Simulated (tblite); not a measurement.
Species: C5H9BN2.
Numbering: `[CH:1]#[C:2][C@@H:3]1[CH2:4][C@@H:5]1[B:6]([NH2:7])[NH2:8]` (hydrogens: H9 on C1; H10 on C3; H11, H12 on C4; H13 on C5; H14, H15 on N7; H16, H17 on N8)

Computed with GFN2-xTB (tblite), gas phase: L-BFGS steps from a force-field or distance-geometry start until the largest atomic force falls under 0.01 eV/Å.

Step 80: E = -607.3756 eV
```
atom  x, y, z in Å  |  force x, y, z in eV/Å
C1      2.4164    1.2798    0.8318   -0.015  -0.035  -0.024
C2      1.8688    0.2352    0.6169    0.033   0.049   0.008
C3      1.2191   -1.0101    0.3728   -0.002   0.000   0.001
C4      0.5837   -1.2726   -0.9617   -0.001   0.011  -0.001
C5     -0.2955   -1.0448    0.2341   -0.011  -0.009  -0.003
B6     -1.1567    0.2633    0.4475    0.011  -0.020   0.009
N7     -2.0872    0.2769    1.5008    0.001  -0.005  -0.006
N8     -1.0195    1.3821   -0.3861   -0.001  -0.007   0.027
H9      2.8943    2.1936    1.0208    0.010   0.007  -0.002
H10     1.6967   -1.8471    0.8721   -0.003  -0.004   0.010
H11     0.6633   -2.2701   -1.3706   -0.004   0.002   0.003
H12     0.6448   -0.4951   -1.7081    0.001   0.009  -0.015
H13    -0.7356   -1.9496    0.6430   -0.004  -0.020   0.010
H14    -2.2076   -0.4919    2.1339   -0.011   0.005  -0.009
H15    -2.6545    1.0717    1.7343   -0.007   0.009  -0.011
H16    -0.3248    1.4475   -1.1062    0.007   0.006   0.004
H17    -1.5128    2.2433   -0.2358   -0.004   0.004  -0.002
```

Step 81: E = -607.3757 eV
```
atom  x, y, z in Å  |  force x, y, z in eV/Å
C1      2.4128    1.2817    0.8297   -0.001  -0.012  -0.018
C2      1.8695    0.2353    0.6138    0.010   0.021   0.010
C3      1.2196   -1.0106    0.3716   -0.003   0.001   0.002
C4      0.5828   -1.2741   -0.9619    0.008   0.007  -0.004
C5     -0.2955   -1.0451    0.2341   -0.003  -0.011   0.000
B6     -1.1557    0.2633    0.4481    0.006  -0.017   0.009
N7     -2.0870    0.2769    1.5005   -0.006   0.002  -0.003
N8     -1.0173    1.3829   -0.3843    0.004  -0.011   0.027
H9      2.8885    2.1964    1.0197    0.012   0.006  -0.005
H10     1.6973   -1.8473    0.8719   -0.004   0.001   0.006
H11     0.6625   -2.2720   -1.3693   -0.007  -0.003   0.000
H12     0.6451   -0.4981   -1.7098   -0.005   0.011  -0.011
H13    -0.7357   -1.9494    0.6441   -0.001  -0.018   0.008
H14    -2.2110   -0.4931    2.1312   -0.010   0.000  -0.004
H15    -2.6537    1.0722    1.7342   -0.003   0.003  -0.014
H16    -0.3198    1.4485   -1.1015    0.007   0.011   0.001
H17    -1.5095    2.2445   -0.2325   -0.003   0.007  -0.004
```

Step 82: E = -607.3758 eV
```
atom  x, y, z in Å  |  force x, y, z in eV/Å
C1      2.4109    1.2829    0.8279    0.015   0.015  -0.010
C2      1.8705    0.2353    0.6119   -0.016  -0.011   0.008
C3      1.2201   -1.0109    0.3710   -0.002   0.003   0.003
C4      0.5823   -1.2749   -0.9621    0.013   0.004  -0.005
C5     -0.2955   -1.0455    0.2343    0.005  -0.010   0.003
B6     -1.1547    0.2630    0.4487   -0.001  -0.010   0.007
N7     -2.0871    0.2770    1.5001   -0.011   0.006   0.000
N8     -1.0158    1.3834   -0.3825    0.009  -0.010   0.022
H9      2.8852    2.1982    1.0189    0.011   0.001  -0.008
H10     1.6976   -1.8475    0.8719   -0.005   0.006   0.002
H11     0.6618   -2.2733   -1.3685   -0.007  -0.003  -0.001
H12     0.6454   -0.4997   -1.7110   -0.009   0.009  -0.005
H13    -0.7358   -1.9496    0.6450    0.005  -0.013   0.004
H14    -2.2139   -0.4939    2.1290   -0.010  -0.003   0.000
H15    -2.6532    1.0729    1.7337    0.000  -0.001  -0.015
H16    -0.3172    1.4495   -1.0985    0.008   0.012  -0.001
H17    -1.5075    2.2451   -0.2303   -0.003   0.005  -0.003
```

Step 83: E = -607.3759 eV
```
atom  x, y, z in Å  |  force x, y, z in eV/Å
C1      2.4101    1.2838    0.8260    0.028   0.037  -0.003
C2      1.8718    0.2353    0.6105   -0.037  -0.037   0.005
C3      1.2206   -1.0111    0.3706    0.001   0.004   0.001
C4      0.5821   -1.2754   -0.9622    0.013  -0.001  -0.003
C5     -0.2953   -1.0459    0.2346    0.010  -0.008   0.004
B6     -1.1540    0.2626    0.4495   -0.007  -0.001   0.004
N7     -2.0880    0.2766    1.4993   -0.013   0.006   0.003
N8     -1.0143    1.3840   -0.3803    0.014  -0.005   0.013
H9      2.8835    2.1996    1.0181    0.010  -0.003  -0.011
H10     1.6979   -1.8475    0.8722   -0.005   0.009  -0.002
H11     0.6608   -2.2743   -1.3679   -0.006  -0.001  -0.002
H12     0.6455   -0.5009   -1.7120   -0.012   0.005   0.003
H13    -0.7357   -1.9499    0.6463    0.011  -0.007  -0.002
H14    -2.2169   -0.4948    2.1269   -0.012  -0.005   0.004
H15    -2.6532    1.0733    1.7329    0.000  -0.004  -0.016
H16    -0.3159    1.4508   -1.0965    0.008   0.009   0.002
H17    -1.5061    2.2458   -0.2284   -0.004   0.001   0.000
```

Q: Estimate the geometry and energy of step 84. (The exact step hangs on the optimiser's Hessian estimate; all steps are aligned on step 83, rigid shifts and turns removed.)

A: E = -607.3760 eV, largest force 0.076 eV/Å
```
atom  x, y, z in Å  |  force x, y, z in eV/Å
C1      2.4107    1.2844    0.8236    0.037   0.053   0.003
C2      1.8734    0.2354    0.6090   -0.054  -0.054   0.003
C3      1.2212   -1.0109    0.3703    0.004   0.005  -0.001
C4      0.5821   -1.2758   -0.9622    0.007  -0.005   0.000
C5     -0.2948   -1.0460    0.2352    0.013  -0.004   0.004
B6     -1.1535    0.2622    0.4504   -0.011   0.007  -0.002
N7     -2.0901    0.2756    1.4979   -0.009   0.003   0.004
N8     -1.0126    1.3849   -0.3773    0.018   0.005   0.002
H9      2.8839    2.2002    1.0169    0.010  -0.006  -0.015
H10     1.6982   -1.8469    0.8730   -0.004   0.008  -0.007
H11     0.6593   -2.2752   -1.3671   -0.002   0.001  -0.002
H12     0.6453   -0.5020   -1.7132   -0.014   0.000   0.014
H13    -0.7350   -1.9498    0.6484    0.017  -0.001  -0.009
H14    -2.2204   -0.4964    2.1245   -0.013  -0.004   0.007
H15    -2.6540    1.0730    1.7315   -0.002  -0.005  -0.014
H16    -0.3154    1.4527   -1.0948    0.009   0.003   0.007
H17    -1.5052    2.2466   -0.2265   -0.005  -0.005   0.005
```

The energy changes by -0.0001 eV. The first-order estimate −F·Δx gives -0.0002 eV and the mean of the old and new forces, exact on a quadratic surface, -0.0001 eV. The step makes an angle of 77° with the force vector and moves no atom by more than 0.005 Å.

What follows is the cost of the whole relaxation. Time: 1.2 s of wall time. Hardware: one thread, Arm Neoverse N1 (aarch64), shared host.
